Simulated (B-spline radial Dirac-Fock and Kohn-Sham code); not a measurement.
**Binding energies of Nb¹⁵⁺ at several levels of theory**

System: the Nb¹⁵⁺ ion, configuration [Ar] 3d8.

The density-functional columns are spherical, spin-unpolarised Dirac-Kohn-Sham results without Breit or QED terms: −ε is minus the orbital energy of the initial state and ΔSCF the difference of two total energies. The reference in the last column comes from Dirac-Fock energy differences between relaxed states, corrected for Breit and QED terms. All numbers are from a B-spline atomic structure program, in eV; a selection of levels is shown. For the 1s level of heavy atoms much of the gap between ΔSCF and the reference is the Breit and QED part, -50.4 eV here; for other levels the error of the functional can be larger.

```
level   LDA −ε  LDA ΔSCF  Dirac-Fock
    K  19174.2   19452.8     19407.9
   L1   3020.7    3078.5      3116.8
   L2   2808.0    2876.9      2880.9
   L3   2712.1    2778.7      2786.3
   M1    799.6     824.6       845.3
   M2    719.7     745.0       755.0
   M3    702.8     727.8       738.1
 M4,5    561.2     587.6       586.1
```

Values without a named source are computed, but for edge energies of neutral atoms, which are taken from tables.
